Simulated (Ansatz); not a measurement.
These are frozen-core CCSD(T)/cc-pVTZ // CAM-B3LYP-D3(BJ)/def2-TZVP run with Ansatz (an electronic-structure program) values and carry that method's errors. The geometry is that of the parent before the electron was removed. Warnings of the run: other_roots.

Ansatz 0.2 input:
```yaml
crystal:
  periodic: [false, false, false]
  atoms:
    - { symbol: C, position_ang: [-1.67011, -0.280599, -0.163786] }
    - { symbol: Al, position_ang: [0.235385, 0.043992, -0.154768] }
    - { symbol: S, position_ang: [1.606576, -1.612155, -0.531756] }
    - { symbol: S, position_ang: [0.99014, 2.056929, 0.220211] }
    - { symbol: H, position_ang: [-2.020879, -0.494133, -1.175851] }
    - { symbol: H, position_ang: [-2.231205, 0.577673, 0.207101] }
    - { symbol: H, position_ang: [-1.927084, -1.144494, 0.451865] }
    - { symbol: H, position_ang: [2.727659, -0.88488, -0.43839] }
    - { symbol: H, position_ang: [2.287496, 1.741843, 0.110003] }
basis:
  gaussian: { orbitals: cc-pVTZ }
correlation:
  method: ccsd_t
total_charge: 1
magnetization:
  spin_polarized: true
  initial_magnetization: 1
```

Output:

```
Functional definition: HF
1151 factors; integrals over basis functions are off by at most 9.8e-4 eV
mean field evaluation 1: about -29318.6621 eV, gradient 2.6e1 eV
mean field evaluation 2: about -29318.6725 eV, gradient 2.6e1 eV
mean field evaluation 4: about -29322.5695 eV, gradient 2.4e0 eV
mean field evaluation 8: about -29322.6813 eV, gradient 1.9e-1 eV
mean field evaluation 16: about -29323.0268 eV, gradient 5.3e-1 eV
mean field evaluation 32: about -29322.6829 eV, gradient 1.2e-1 eV
mean field evaluation 64: about -29323.0204 eV, gradient 7.5e-1 eV
mean field evaluation 96: about -29322.9717 eV, gradient 2.4e0 eV
mean field evaluation 128: about -29321.7724 eV, gradient 6.3e-3 eV
mean field evaluation 160: about -29317.4678 eV, gradient 7.5e-1 eV
mean field evaluation 192: about -29322.0496 eV, gradient 2.1e-3 eV
mean field evaluation 224: about -29321.8434 eV, gradient 1.5e-2 eV
mean field evaluation 256: about -29322.0496 eV, gradient 2.9e-3 eV
mean field evaluation 288: about -29321.8435 eV, gradient 1.9e-2 eV
mean field evaluation 320: about -29322.6817 eV, gradient 2.3e-6 eV
mean field -29323.03059997 eV, -1077.6014986848 hartree, gradient 2.8e-6 eV, S^2 0.763840; 13 other end points of the search recorded, 0 dependent functions left out
determinant -29323.03059997 eV, -1077.6014986848 hartree, with singles and doubles -29340.32138160 eV, -1078.2369231897 hartree
determinant -29323.02217158 eV, -1077.6011889472 hartree, with singles and doubles -29340.31346658 eV, -1078.2366323179 hartree
determinant -29322.68174912 eV, -1077.5886786524 hartree, with singles and doubles -29340.36674628 eV, -1078.2385903109 hartree
determinant -29322.04962724 eV, -1077.5654486020 hartree, with singles and doubles -29339.20165910 eV, -1078.1957741470 hartree
determinant -29321.88330263 eV, -1077.5593362852 hartree, with singles and doubles -29339.26272849 eV, -1078.1980184054 hartree
determinant -29321.84315650 eV, -1077.5578609424 hartree, with singles and doubles -29339.30354987 eV, -1078.1995185634 hartree
determinant -29321.83639936 eV, -1077.5576126220 hartree, with singles and doubles -29339.52740646 eV, -1078.2077451415 hartree
determinant -29321.77236804 eV, -1077.5552595144 hartree, with singles and doubles -29339.21636868 eV, -1078.1963147140 hartree
determinant -29323.03059997 eV, -1077.6014986848 hartree, with singles and doubles -29340.13462275 eV, -1078.2300599287 hartree
determinant -29323.02217158 eV, -1077.6011889472 hartree, with singles and doubles -29340.12696154 eV, -1078.2297783842 hartree
determinant -29322.68174912 eV, -1077.5886786524 hartree, with singles and doubles -29340.17988002 eV, -1078.2317231024 hartree
determinant -29323.03059997 eV, -1077.6014986848 hartree, with singles and doubles -29340.17552112 eV, -1078.2315629159 hartree
determinant -29323.02217158 eV, -1077.6011889472 hartree, with singles and doubles -29340.16984758 eV, -1078.2313544170 hartree
determinant -29322.68174912 eV, -1077.5886786524 hartree, with singles and doubles -29340.18180007 eV, -1078.2317936632 hartree
16 core orbitals not correlated
reference -29322.68174912 eV, -1077.5886786524 hartree; 12, 11 occupied and 174, 175 virtual orbitals, 1151 factors
second order -15.90881657 eV of doubles, -0.00000000 eV of singles
cycle   1  -16.49694431 eV  change    -2.4e0 eV  update   1.1e-1
cycle   2  -17.42200720 eV  change   -9.3e-1 eV  update   4.5e-2
cycle   3  -17.49654260 eV  change   -7.5e-2 eV  update   1.8e-2
cycle   4  -17.50161376 eV  change   -5.1e-3 eV  update   7.8e-3
cycle   5  -17.49813095 eV  change    3.5e-3 eV  update   3.2e-3
cycle   6  -17.49888762 eV  change   -7.6e-4 eV  update   1.2e-3
cycle   7  -17.50012096 eV  change   -1.2e-3 eV  update   4.9e-4
cycle   8  -17.49999104 eV  change    1.3e-4 eV  update   3.0e-4
cycle   9  -17.49992783 eV  change    6.3e-5 eV  update   2.4e-4
cycle  10  -17.50008452 eV  change   -1.6e-4 eV  update   2.1e-4
cycle  11  -17.50011923 eV  change   -3.5e-5 eV  update   1.8e-4
cycle  12  -17.50006423 eV  change    5.5e-5 eV  update   1.1e-4
cycle  13  -17.49996535 eV  change    9.9e-5 eV  update   5.0e-5
cycle  14  -17.50003844 eV  change   -7.3e-5 eV  update   2.4e-5
cycle  15  -17.50006326 eV  change   -2.5e-5 eV  update   1.6e-5
cycle  16  -17.50006539 eV  change   -2.1e-6 eV  update   1.3e-5
cycle  17  -17.50006001 eV  change    5.4e-6 eV  update   1.1e-5
perturbative correction -0.83427103 eV, -0.0306588948 hartree
WARN: these amplitudes may be one of several solutions (largest doubles amplitude 0.07, level shift 4.49 eV)
Total energy: -29341.01608015 eV, -1078.2624528906 hartree
```

Cost: about 80 core-minutes (a rough figure).
